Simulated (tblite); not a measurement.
Start geometry of `FC(F)(O[CH][C@@H](C#N)F)F` [radical] from a force field or distance geometry (Å):
```
atom  x, y, z in Å
N1    -2.9242    1.6094   -0.4633
C2    -2.2952    0.6810   -0.2359
C3    -1.4794   -0.5374    0.0772
F4    -1.9624   -1.5068   -0.7874
C5    -0.0490   -0.2816   -0.2936
O6     0.8292   -0.4632    0.7361
C7     2.0890   -0.0306    0.2639
F8     2.4808   -0.7695   -0.8278
F9     3.0427    0.0820    1.2337
F10    1.8616    1.2536   -0.2343
H11   -1.6233   -0.8278    1.1156
H12    0.0314    0.7903   -0.6102
```

What comes out of this run: GFN2-xTB geometry optimisation, gas phase (tblite)?

```
atom  x, y, z in Å
N1    -2.698    1.775   -0.046
C2    -2.215    0.741   -0.015
C3    -1.534   -0.554    0.023
F4    -2.174   -1.435   -0.826
C5    -0.131   -0.340   -0.389
O6     0.807   -0.330    0.625
C7     2.013    0.152    0.317
F8     2.595   -0.501   -0.695
F9     2.802    0.052    1.371
F10    1.976    1.439   -0.049
H11   -1.588   -0.970    1.039
H12    0.148   -0.029   -1.380
```

The energy falls by 24.5 kcal/mol over 86 L-BFGS steps, the largest force on an atom goes from 3.10 to 0.007 eV/Å, and the atoms move by 0.409 Å rms after alignment. The bond that changes most is O6–C7 (ends: oxygen bonded to 2 C; carbon bonded to 3 F and O), which shortens by 0.079 Å. Bonds longer at the end by more than 0.005 Å: 2 of 11; shorter: 8. Among the angles that change most is C3–C5–H12, from 107.5° to 123.0°. Among the dihedrals that turn most is C2–C3–C5–H12, from 5° to -66°. Rotational constants go from 2644, 667.3, 601.1 to 2539, 682.8, 605.2 MHz. The orientation of the end geometry is arbitrary; only internal coordinates are fixed.

Hardware: one thread of an Arm Neoverse V2, no GPU (shared host). Cost: 0.39 s of wall time.

Its GFN2-xTB frequencies are all real (lowest 22 cm⁻¹).

One conformer stands for the species.

These are computed values.
